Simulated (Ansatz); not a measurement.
`CB[SiH2]SC` + H₂Te → `CB[TeH]` + `CS[SiH3]` at 600 K and 1 bar (cleavage of the B–Si bond).

Calculated with Ansatz (gas phase, PBE0-D4/def2-TZVP geometries, no zero-point term in ΔE). CBS: MP2 limit from def2 TZ/QZ plus the TZ coupled-cluster correction, frozen cores. Elements past krypton have def2 core potentials. For Te outer-core shells are correlated without core-valence functions, which leaves a few kJ/mol of doubt a bond. Each species was taken in one conformer, which may not be the lowest.

```json
{"species": "`CB[SiH2]SC`", "CCSD(T)/CBS energy (Eh)": "-793.17470", "H − E (kJ/mol)": "352.8", "S (J/(mol·K))": "514.7"}
{"species": "H₂Te", "CCSD(T)/CBS energy (Eh)": "-268.91024", "H − E (kJ/mol)": "52.9", "S (J/(mol·K))": "255.0"}
{"species": "`CB[TeH]`", "CCSD(T)/CBS energy (Eh)": "-333.59211", "H − E (kJ/mol)": "192.1", "S (J/(mol·K))": "376.7"}
{"species": "`CS[SiH3]`", "CCSD(T)/CBS energy (Eh)": "-728.52947", "H − E (kJ/mol)": "217.4", "S (J/(mol·K))": "385.5"}
```

H − E and S are ideal-gas, rigid-rotor, harmonic terms from PBE0-D4/def2-TZVP, for one conformer and one mirror image of each species. 1 Eh = 2625.50 kJ/mol, R = 8.31446 J/(mol·K).

Q: By hand: ΔE, ΔH, ΔS and ΔG.

A: ΔE = (-333.59211) + (-728.52947) − (-793.17470) − (-268.91024) = -0.03664 Eh = -96.2 kJ/mol. Δ(H − E) = 192.1 + 217.4 − 352.8 − 52.9 = 3.8, so ΔH = -92.4 kJ/mol. ΔS = 376.7 + 385.5 − 514.7 − 255.0 = -7.5 J/(mol·K). ΔG = -92.4 − 600 × (-7.5)/1000 = -87.9 kJ/mol.

Q: By hand: the equilibrium constant, and the temperature at which ΔG would vanish if ΔH and ΔS stayed fixed.

A: log₁₀ K = −ΔG/(RT ln 10) = 7.7. ΔG = 0 at ΔH/ΔS = 12320 K, far beyond where these terms or the molecules hold.

The number of gas molecules stays the same, so ΔS is small and ΔH decides. A doubt of 5 kJ/mol in ΔE shifts log₁₀ K by 0.4 here. Other conformers and mirror images would add mixing entropy, several J/(mol·K) or more a flexible species. Modes under 60 cm⁻¹, often nearly free rotors, make the harmonic entropy too high. These are equilibria of isolated gas molecules and say nothing of rates. Largest T1 diagnostic: 0.013 (customary marks: 0.02 for closed shells, 0.045 for open ones).
